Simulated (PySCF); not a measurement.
# Stretching SnF⁻

Set-up: PySCF, scalar-relativistic core potentials, basis sets Sn def2-SVPD with ECP28, F def2-SVPD. Energies in eV from Sn + F⁻ in their ground configurations at the same level. State: ³Σ⁻ (triplet), unpaired electrons π ↑↑.

```csv
R (Å),UHF-MP2
1.890,-2.146
1.974,-2.397
2.037,-2.486
2.100,-2.513
2.163,-2.495
2.247,-2.424
2.352,-2.285
2.478,-2.085
```

Task: Put a parabola through the three lowest points of the UHF-MP2 curve and estimate Re, k and ωe (reduced mass 16.4 u; 1 eV/Å² = 0.16022 mdyn/Å; ωe = 1302.8·√(k/μ) cm⁻¹).

Result: Through R = 2.037, 2.1, 2.163 Å the second-order coefficient is 5.67 eV/Å², so Re ≈ 2.106 Å, k ≈ 1.82 mdyn/Å and ωe ≈ 434 cm⁻¹. A polynomial fit of higher order to the unrounded UHF-MP2 energies gives Re = 2.103 Å, k = 1.76 mdyn/Å, ωe = 427 cm⁻¹; anharmonicity and rounding make the difference.

The higher-order fit for each curve: UHF-MP2: Re = 2.103 Å, ωe = 427 cm⁻¹, De = 2.51 eV.

Correlated steps freeze 5 core orbitals. Correlated levels converge slowly with the basis: in double zeta they bind strong bonds too weakly, by up to about 1 eV, and carry superposition errors of some tenths. Spin–orbit coupling is left out, which matters for elements this heavy, above all for dissociation energies. For an ion De counts to the pair picked by the measured ionisation energies or electron affinities, which need not be the lowest pair at this level. The state is the lowest determinant that a PBE0 search found; another state may lie lower at other levels.
